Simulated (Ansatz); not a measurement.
Problem. Name a neutral molecule of C, F, Ge, N and H with HOMO energy (ωB97M-V/def2-TZVPP) between -9.65 and -9.35 eV and HOMO energy (PBE/def2-TZVPP) between -6.05 and -5.75 eV (Ansatz, PBE0-D4/def2-TZVP geometry).

Solution. `[NH2][GeH2][CH2]F` (-9.56 eV, -5.81 eV); `F[C@@H]1[NH][Ge@@H]1[F]` (-9.51 eV, -6.03 eV). Other molecules can fit too; these were computed, each in one conformer that needn't be the lowest.
